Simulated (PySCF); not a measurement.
Precursor series metal swap MX4 NH2. Gas-phase values, no solvent. One relaxed conformer stands for each flexible species; it need not be the lowest.

All values below come from TPSSh-D3(BJ)/def2-TZVP // BP86-D3(BJ)/def2-SVP (PySCF). 

| species | mean distance from the central atom to its bonded neighbours (Å) | charge on the central atom (Mulliken) (e) |
|---|---|---|
| M = Ti ([Ti(NH2)4]) | 1.899 | 1.58 |
| M = Zr ([Zr(NH2)4]) | 2.060 | (withheld) |
| M = Nb, oxo | 1.931 | 1.76 |
| M = Ta, oxo ([Ta(=O)(NH2)3]) | (withheld) | (withheld) |
| M = Mo, oxo ([Mo(=O)(NH2)4]) | 1.933 | 1.65 |
| M = W, dioxo | 1.849 | 1.43 |

Q: What belongs in the gaps?

A: 
- M = Zr ([Zr(NH2)4]), charge on the central atom (Mulliken) (e): 1.72
- M = Ta, oxo ([Ta(=O)(NH2)3]), mean distance from the central atom to its bonded neighbours (Å): 1.943
- M = Ta, oxo ([Ta(=O)(NH2)3]), charge on the central atom (Mulliken) (e): 1.38
